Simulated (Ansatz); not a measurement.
H2Ge, triplet, geometry from GFN2-xTB (the spin is typed, not shown lowest).

Here is a job for Ansatz (a program for electronic structure).
Ansatz 0.2 input:
```yaml
crystal:
  periodic: [false, false, false]
  atoms:
    - {symbol: Ge, position_ang: [0.00156420, 0.00038405, 0.05289050]}
    - {symbol: H, position_ang: [-0.06808960, -1.28693347, -0.83567441]}
    - {symbol: H, position_ang: [0.01803519, 1.27464401, -0.85682148]}
basis:
  gaussian:
    orbitals: cc-pVTZ
hamiltonian:
  xc: cam_b3lyp
magnetization: {spin_polarized: true, initial_magnetization: 2}
```

### Question
What is the computed <S^2> (CAM-B3LYP/cc-pVTZ (Ansatz))?

### Answer
2.002

### Question
Give the number of basis functions at the level CAM-B3LYP/cc-pVTZ.

### Answer
71

### Question
What is the computed total energy (CAM-B3LYP/cc-pVTZ)?

### Answer
-2078.2600 Eh
